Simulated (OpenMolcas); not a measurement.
W4+: moving or changing the point charges

W4+ among 5 point charges of -2 e arranged as a trigonal bipyramid (D3h), 2.22 Å from the ion, with the axial distance 2.242 Å.

```
Program             : OpenMolcas
Method              : CASSCF
Basis               : ANO-RCC-VTZP [8s7p5d3f2g1h]
Scalar Hamiltonian  : DKH2, point nucleus
Active space        : 2 electrons in 5 orbitals (5d)
State averaging     : 2S+1 = 3 even, 10 roots; 2S+1 = 1 even, 15 roots
Spin-orbit coupling : state interaction with AMFI integrals over the reference wave functions
```

Runs around this geometry, states (labels of D3, the rotations of D3h). Energies in cm-1 above the lowest state or level, χT in cm3 K/mol.

```tsv
R (Å)	q (e)	Axial / equatorial distance	Ground state	First state of that spin	First gap with spin-orbit (degeneracies)	χT at 300 K	First state of another spin
2.22	-2	0.93	3A1	3A2 95.4	372.3 (2, 1)	0.170	1A1 9972
2.22	-1.6	1.01	3A2	3A1 43.4	9.9 (2, 1)	0.170	1E 10810
2.05	-2	1.01	3A2	3A1 121.1	46.2 (2, 1)	0.141	1E 10637
2.22	-2	1.01	3A1	3A2 50.6	71.3 (2, 1)	0.164	1E 10711
2.4	-2	1.01	3A1	3A2 42.2	82.1 (2, 1)	0.188	1E 10767
```

The ground state changes within this set.

Without dynamic correlation the repulsion within the d shell is too large (B by tens of per cent), so at a given field states of lower spin stand too high. Spin-orbit coupling mixes the spin-free states strongly: the lowest level takes only 47 % from its leading state, 3A1 (figures for R = 2.22, q = -2, ratio = 0.93; the like holds for R = 2.22, q = -1.6, ratio = 1.01, R = 2.05, q = -2, ratio = 1.01, R = 2.22, q = -2, ratio = 1.01, R = 2.4, q = -2, ratio = 1.01). Point charges carry no covalency, so the field is a model and not that of real ligands. No measured value stands beside these numbers.
